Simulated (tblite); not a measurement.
**Question.** What does the GFN2-xTB structure of InChI=1S/C3H11NO3Si2/c1-6-3(2-5)9(4)7-8/h2-3,9H,4H2,1,8H3/t3-,9+/m1/s1 look like in three dimensions?

**Answer.** 
```
atom  x, y, z in Å
C1    -3.0451   -0.0313    0.5013
O2    -1.8384    0.6935    0.4789
C3    -0.7420   -0.0598    0.0037
C4    -0.7185   -0.2494   -1.4487
O5    -0.0063   -1.0221   -2.0463
Si6    0.8497    0.9556    0.4341
N7     0.9472    0.8254    2.1439
O8     2.1290    0.2284   -0.1995
Si9    2.8077   -0.9549   -1.1137
H10   -3.3391   -0.3596   -0.5020
H11   -2.9600   -0.9144    1.1471
H12   -3.8042    0.6385    0.9014
H13   -0.6591   -1.0199    0.5278
H14   -1.3721    0.4608   -1.9966
H15    0.7682    2.2789   -0.1797
H16    1.7742    1.1705    2.6039
H17    0.1267    1.0500    2.6834
H18    2.5935   -0.6157   -2.5124
H19    4.2161   -0.8199   -0.7285
H20    2.2674   -2.2440   -0.7012
```

Any rigid rotation of these coordinates is as good. Atoms count from 1 in this order. The 2 O–Si bonds span 1.602 Å (Si6–O8, drawn single) to 1.642 Å (O8–Si9, drawn single), a spread of 0.040 Å. Of the pairs four or more bonds apart, O5···Si9 is among the closest relative to their van der Waals radii: 2.97 Å, 82 % of the sum of Bondi's values. The C–O distances run from 1.209 Å (C4=O5, drawn double) to 1.413 Å (O2–C3, drawn single), a spread of 0.204 Å. Si9 (oxygen-bound silicon) is distorted tetrahedral (angles from 100.6° to 115.1°).

Bonds between heavy atoms (Å): C1–O2 1.408, O2–C3 1.413, C3–C4 1.465, C4=O5 1.209, C3–Si6 1.936, Si6–N7 1.718, Si6–O8 1.602, O8–Si9 1.642.

The geometry is computed with GFN2-xTB (gas phase).

Point group: C1 (no symmetry element, even within 0.4 Å). Its GFN2-xTB frequencies are all real (lowest 33 cm⁻¹). One conformer, not necessarily the lowest (C1–O2–C3–C4 76°, O2–C3–C4–O5 -168°, O2–C3–Si6–N7 70°, C3–Si6–N7–H 172° and -51°, C3–Si6–O8–Si9 4°). 3 starts were optimised and ended at 0.00, 1.97 and 2.50 kcal/mol (GFN2-xTB); the lowest of these is shown.
